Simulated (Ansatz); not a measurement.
`NB(N)Br` + HCl → `NB(Cl)Br` + NH₃ at 298.15 K and 1 bar (ligand exchange at a B–N bond).

Gas-phase electronic energies from Ansatz, PBE0-D4/def2-TZVP geometries. CCSD(T)/CBS is the MP2 limit (def2-TZVPP, def2-QZVPP) plus CCSD(T) − MP2 in def2-TZVPP, frozen cores. This one scheme is used for every species. For Br outer-core shells are correlated without core-valence functions, which leaves a few kJ/mol of doubt a bond. Scalar relativity is left out up to krypton. One conformer a species, not always the lowest.

```json
{"species": "`NB(N)Br`", "CCSD(T)/CBS energy (Eh)": "-2710.06092", "H − E (kJ/mol)": "171.2", "S (J/(mol·K))": "307.3"}
{"species": "HCl", "CCSD(T)/CBS energy (Eh)": "-460.38127", "H − E (kJ/mol)": "26.6", "S (J/(mol·K))": "186.8"}
{"species": "`NB(Cl)Br`", "CCSD(T)/CBS energy (Eh)": "-3113.92934", "H − E (kJ/mol)": "103.2", "S (J/(mol·K))": "311.3"}
{"species": "NH₃", "CCSD(T)/CBS energy (Eh)": "-56.50880", "H − E (kJ/mol)": "100.5", "S (J/(mol·K))": "192.4"}
```

H − E and S are ideal-gas, rigid-rotor, harmonic terms from PBE0-D4/def2-TZVP, for one conformer and one mirror image of each species. 1 Eh = 2625.50 kJ/mol, R = 8.31446 J/(mol·K).

Task: By hand: ΔE, ΔH, ΔS and ΔG.

Result: ΔE = (-3113.92934) + (-56.50880) − (-2710.06092) − (-460.38127) = 0.00405 Eh = 10.6 kJ/mol. Δ(H − E) = 103.2 + 100.5 − 171.2 − 26.6 = 5.9, so ΔH = 16.5 kJ/mol. ΔS = 311.3 + 192.4 − 307.3 − 186.8 = 9.6 J/(mol·K). ΔG = 16.5 − 298.15 × (9.6)/1000 = 13.6 kJ/mol.

Task: By hand: the equilibrium constant, and the temperature at which ΔG would vanish if ΔH and ΔS stayed fixed.

Result: log₁₀ K = −ΔG/(RT ln 10) = -2.4. ΔG = 0 at ΔH/ΔS = 1719 K, though so small a ΔS makes that figure unsure.

The number of gas molecules stays the same, so ΔS is small and ΔH decides. A doubt of 5 kJ/mol in ΔE shifts log₁₀ K by 0.9 here. Other conformers and mirror images would add mixing entropy, several J/(mol·K) or more a flexible species. These are equilibria of isolated gas molecules and say nothing of rates. Largest T1 diagnostic: 0.009 (customary marks: 0.02 for closed shells, 0.045 for open ones).
